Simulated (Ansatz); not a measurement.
Name a neutral molecule of C, F, N, Si and H with size of the dipole moment (B3LYP/def2-TZVPP) between 2.90 and 3.20 D and HOMO–LUMO gap (PBE0/def2-TZVPP) between 7.65 and 7.95 eV (Ansatz, PBE0-D4/def2-TZVP geometry).

`N[SiH2]C(F)F` (2.97 D, 7.81 eV); `FC1=N[SiH2]C1` (3.03 D, 7.87 eV); `NC(F)(F)[SiH3]` (2.94 D, 7.90 eV). Other molecules can fit too; these were computed, each in one conformer that needn't be the lowest.

B3LYP here is the variant with VWN-RPA as its local correlation; programs differ in this.
